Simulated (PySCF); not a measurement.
C4H3F3O.
Geometry (PBE0-D3(BJ)/def2-SVP, Å), atoms numbered from 1 in this order:
```xyz
11
C4H3F3O angstrom
O      2.7595    0.6374    0.1647
C      1.8474   -0.3463    0.2789
C      0.6151   -0.3479   -0.1785
C     -0.6161   -0.3642   -0.6221
C     -1.7878    0.1297    0.1763
F     -2.6935   -0.8411    0.3379
F     -1.4391    0.5692    1.3804
F     -2.4030    1.1324   -0.4642
H      2.3659    1.3840   -0.3037
H      2.2356   -1.2141    0.8233
H     -0.8804   -0.7394   -1.6196
```

Computed with PBE0-D3(BJ)/def2-SVP geometry optimisation, gas phase (PySCF 2.14.0).

Take the most abundant isotopes and a rigid rotor. The values belong to one conformer with, in the numbering `[OH:1][CH:2]=[C:3]=[CH:4][C:5]([F:6])([F:7])[F:8]`, H–O1–C2–C3 1°.

(1) Give the principal moments of inertia and the rotational constants in cm⁻¹.

(2) What kind of rotor is it?

(3) What does the inertial defect say?

(4) Give the other two planar moments, Paa and Pbb, and the rms extents of the mass along the axes.

(5) List the rotational levels J(Ka,Kc) to J = 5 (MHz).

(6) Which lines would a microwave search look for?

(7) Estimate the classical rotational partition function at 50 K, 200 K and 298.15 K.

Results:

(1) Ia = 106.25, Ib = 511.41, Ic = 520.04 u·Å²; 505379 MHz·u·Å²/I gives 4756, 988.2 and 971.8 MHz, that is A = 0.15865, B = 0.03296, C = 0.03242 cm⁻¹.

(2) A near-prolate asymmetric top: κ = (2 × 988.2 − 4756 − 971.8)/(4756 − 971.8) = -0.99.

(3) Not planar: Δ = Ic − Ia − Ib = -97.63 u·Å². For a rigid frame Δ = −2 Σ m c², so Σ m c² = 48.81 u·Å² lies off the ab plane: 3.90 from hydrogen and 44.91 from heavier atoms. The atom farthest from that plane is 1.67 Å away.

(4) Paa = Σ m a² = (Ib + Ic − Ia)/2 = 462.60 and Pbb = Σ m b² = (Ia + Ic − Ib)/2 = 57.44 u·Å². With the mass M = 124.01 u, the rms extents √(P/M) along a, b and c are 1.93, 0.68, 0.63 Å.

(5) Above 0(0,0):
J = 1: 1(0,1) 1960, 1(1,1) 5728, 1(1,0) 5745
J = 2: 2(0,2) 5880, 2(1,2) 9632, 2(1,1) 9681, 2(2,1) 20985, 2(2,0) 20985
J = 3: 3(0,3) 11760, 3(1,3) 15487, 3(1,2) 15586, 3(2,2) 26865, 3(2,1) 26866, 3(3,1) 45747, 3(3,0) 45747
J = 4: 4(0,4) 19599, 4(1,4) 23294, 4(1,3) 23458, 4(2,3) 34705, 4(2,2) 34706, 4(3,2) 53587, 4(3,1) 53587, 4(4,1) 80022, 4(4,0) 80022
J = 5: 5(0,5) 29398, 5(1,5) 33053, 5(1,4) 33299, 5(2,4) 44505, 5(2,3) 44507, 5(3,3) 63388, 5(3,2) 63388, 5(4,2) 89822, 5(4,1) 89822, 5(5,1) 123809, 5(5,0) 123809
The levels of one J sum to (2J + 1)J(J + 1)(A + B + C)/3.

(6) The dipole components are |μa| = 1.54 D, |μb| = 0.14 D, |μc| = 1.19 D. The squared components, which scale the intensities, stand as 1.00 : 0.01 : 0.60 (a : b : c). Some lines, for components of 0.1 D or more:

| type | branch | J(Ka,Kc) | MHz | lower level (cm⁻¹) |
| --- | --- | --- | --- | --- |
| b | R | 3(0,3) ← 2(1,2) | 2128 | 0.321 |
| c | Q | 3(1,3) ← 3(0,3) | 3727 | 0.392 |
| b | Q | 1(1,0) ← 1(0,1) | 3785 | 0.065 |
| b | Q | 3(1,2) ← 3(0,3) | 3826 | 0.392 |
| a | R | 2(1,1) ← 1(1,0) | 3936 | 0.192 |
| a | R | 3(2,1) ← 2(2,0) | 5880 | 0.700 |
| a | R | 3(1,2) ← 2(1,1) | 5905 | 0.323 |
| c | R | 2(1,1) ← 1(0,1) | 7721 | 0.065 |
| c | R | 3(1,2) ← 2(0,2) | 9706 | 0.196 |
| c | Q | 3(2,2) ← 3(1,2) | 11280 | 0.520 |
| b | Q | 3(2,1) ← 3(1,2) | 11280 | 0.520 |
| b | Q | 2(2,1) ← 2(1,2) | 11354 | 0.321 |
| b | R | 2(2,0) ← 1(1,1) | 15257 | 0.191 |
| b | R | 3(2,2) ← 2(1,1) | 17184 | 0.323 |
| c | R | 3(2,1) ← 2(1,1) | 17185 | 0.323 |
| b | R | 3(2,1) ← 2(1,2) | 17234 | 0.321 |
| c | Q | 3(3,1) ← 3(2,1) | 18881 | 0.896 |
| b | Q | 3(3,0) ← 3(2,1) | 18881 | 0.896 |
| b | R | 3(3,1) ← 2(2,0) | 24762 | 0.700 |
| c | R | 3(3,0) ← 2(2,0) | 24762 | 0.700 |
| b | R | 3(3,0) ← 2(2,1) | 24762 | 0.700 |

(7) Point group C1, symmetry number σ = 1; q = (√π/σ)·√((kT/h)³/(ABC)), k/h = 20836.6 MHz/K: 27900 at 50 K, 223000 at 200 K, 406000 at 298.15 K.

Not checked by PBE0-D3(BJ)/def2-SVP frequencies. These are rigid-rotor constants of the computed structure; measured ground-state constants (B0) also hold zero-point vibration.
